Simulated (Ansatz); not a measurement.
Relaxation of C3H8OSSi (14 atoms, charge 0, multiplicity 1), to a largest force component of 0.02 eV/Å in at most 50 steps.

The calculation used RKS PBE0/STO-3G in Ansatz 0.2.0.

```xyz
14
Properties=species:S:1:pos:R:3
C 0.242 -2.553 -0.011
C 0.825 -1.195 -0.441
C -0.031 0.004 -0.023
O -0.981 -0.069 0.600
S 0.713 1.535 -0.495
Si -0.685 2.991 0.270
H 0.840 -3.347 -0.343
H -0.762 -2.606 -0.474
H 0.087 -2.546 1.108
H 1.826 -1.114 0.036
H 0.925 -1.175 -1.509
H -1.985 2.801 -0.366
H -0.228 4.356 -0.089
H -0.800 2.888 1.767
```

**Question.** Where does it end, and by what steps?

**Answer.** It converged. Limits of this set-up: minimal basis. After 8 steps the energy has fallen by 0.991 eV; H12 moved furthest, 0.14 Å. The start is strongly strained (largest force component 12 eV/Å).

```json
{"step": "0", "energy less start (eV)": "0.0000", "largest force component (eV/Å)": "11.558", "accepted": "yes"}
{"step": "1", "energy less start (eV)": "-0.8518", "largest force component (eV/Å)": "1.280", "accepted": "yes"}
{"step": "2", "energy less start (eV)": "-0.8194", "largest force component (eV/Å)": "2.923", "accepted": "no"}
{"step": "3", "energy less start (eV)": "-0.9706", "largest force component (eV/Å)": "0.551", "accepted": "yes"}
{"step": "4", "energy less start (eV)": "-0.9854", "largest force component (eV/Å)": "0.207", "accepted": "yes"}
{"step": "5", "energy less start (eV)": "-0.9906", "largest force component (eV/Å)": "0.040", "accepted": "yes"}
{"step": "6", "energy less start (eV)": "-0.9911", "largest force component (eV/Å)": "0.049", "accepted": "yes"}
{"step": "7", "energy less start (eV)": "-0.9913", "largest force component (eV/Å)": "0.021", "accepted": "yes"}
{"step": "8", "energy less start (eV)": "-0.9913", "largest force component (eV/Å)": "0.013", "accepted": "yes"}
```

```xyz
14
Properties=species:S:1:pos:R:3
C 0.178 -2.488 0.004
C 0.859 -1.178 -0.438
C 0.037 0.080 -0.019
O -1.037 0.032 0.614
S 0.801 1.616 -0.542
Si -0.690 2.911 0.269
H 0.778 -3.354 -0.304
H -0.819 -2.574 -0.447
H 0.062 -2.512 1.094
H 1.865 -1.100 0.005
H 0.989 -1.162 -1.532
H -1.981 2.671 -0.331
H -0.267 4.255 -0.047
H -0.787 2.773 1.703
```

Whether the end is a true minimum wasn't checked by a vibrational analysis.

The run took 31 s on 1 thread of Arm Neoverse V2, on a shared host, peak memory 0.16 GiB.
